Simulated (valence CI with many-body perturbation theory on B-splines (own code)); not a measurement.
Questions on F+

Calculated by valence CI with perturbative core correlation (CI+MBPT): six valence electrons over a frozen Dirac-Fock core [He], radial functions for each j: 9 s, 9 p, 8 d, 6 f, 3 g, 1 h, with the one-electron correlation potential Σ1 (screened to all orders), the two-electron term Σ2, the three-electron term Σ3, Breit, model QED; selected single and double excitations, second order for the rest, scaled by the run's own slope (own B-spline code, finite nucleus).

Set against measurement, 23 paired levels are off by 214 cm⁻¹ on average, the worst by 468. These come from a selection out of the NIST Handbook of Basic Atomic Spectroscopic Data. Levels without a partner in it may be off by more. Among the levels kept, up to 2300 cm⁻¹ of a level comes from second order outside the variational space, and about a tenth of that is noise between levels of different J, which matters for small intervals.

Rates and lifetimes use the calculated energies. Strong lines usually hold to 10 to 20 %, long lifetimes can be off by a factor of two.

Q: What is the ground level?

A: 2s²2p⁴ ³P_2, composition 97 % 2s²2p⁴ ³P, g = 1.501.

Q: Name the longest-lived excited levels whose lifetime is computed, and their main decay.

A: 2s²2p⁴ ³P_1 at 0.042 eV lives 1170 s, mostly by M1 to 2s²2p⁴ ³P_2; 2s²2p⁴ ¹D_2 at 2.604 eV lives 20.8 s, mostly by M1 to 2s²2p⁴ ³P_2; 2s²2p⁴ ¹S_0 at 5.607 eV lives 410 ms, mostly by E2 to 2s²2p⁴ ¹D_2. The lifetime of 2s²2p⁴ ³P_0 is too uncertain to give, and may be longer.

Q: What are the static dipole polarisabilities of the lowest levels?

A: 2s²2p⁴ ³P_2 1.74 (tensor 0.061); 2s²2p⁴ ³P_1 1.75 (tensor -0.029); 2s²2p⁴ ³P_0 1.74; 2s²2p⁴ ¹D_2 1.71 (tensor -0.081) bohr³, of which the core gives 0.00161.

Q: Where does the other parity begin?

A: At 2s2p⁵ ³P°_2, 20.450 eV.

Q: How is the term ³P of the ground level split?

A: J = 2 at 0.000, J = 1 at 0.042, J = 0 at 0.064 eV.
